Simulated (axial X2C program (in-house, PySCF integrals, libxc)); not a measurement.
**YS: cheaper levels and CCSD(T), two-component**

All values were computed with an in-house all-electron X2C program for linear molecules (integrals from PySCF). Two-component (2c) means X2C with spin–orbit coupling and atomic mean-field two-electron Coulomb and Gaunt terms. Basis: Y dyall-cv3z [11s12p9d6f3g], S dyall-av3z [9s8p3d2f] (cores contracted in-house); Gaussian nuclei, density fitting, unrestricted open shells. Masses: Y 88.906 u, S 31.972 u.

State: Ω = 1/2 (⟨Sz⟩ = 0.50, ⟨Lz⟩ = 0.00 at HF); fragments Y + S.

| level | Re (Å) | ωe (cm⁻¹) |
| --- | --- | --- |
| PBE0 | 2.265 | 502.6 |
| HF | 2.297 | 507.8 |
| CCSD | 2.306 | 488.4 |
| PBE50 | 2.255 | 518.8 |

Correlated methods: 9 electrons correlated (number of frozen shells: Y 4 s, 3 p, 1 d; S 2 s, 1 p), 309 virtual spin orbitals or spinors in MP2, 90 natural virtuals in coupled cluster.

CCSD(T), same Hamiltonian and basis:

Re = 2.317 Å, ωe = 474.8 cm⁻¹; T1 = 0.027 (Lee–Taylor normalisation).

(1) Give the differences from CCSD(T) in the columns below.

Occupations by symmetry block were frozen at the best pattern of an incomplete PBE0 search. De is not given where an atomic determinant may have missed its ground term or J level, or where the truncated virtual space spoils (T). Density functionals use the spin component along the axis (collinear). Coupled cluster ran in a truncated set of natural virtual spinors; the MP2 energy of the rest was added. (T) has no such correction and the atoms are truncated less, which lowers De at CCSD(T) by a hundredth of an eV or more. Without a current term, density functionals place determinants with orbital angular momentum somewhat too high. The outer-core s and p shells of the metal are frozen in the correlated rows, which leaves out core–valence correlation; for alkali and alkaline-earth bonds that tends to lengthen them. With the outer-core shells frozen, correlated bond lengths of heavy atoms tend to come out a few hundredths of an ångström too long.

## Answers

(1) 

```csv
level,ΔRe (Å),Δωe (cm⁻¹)
PBE0,-0.052,28
HF,-0.020,33
CCSD,-0.011,14
PBE50,-0.062,44
```
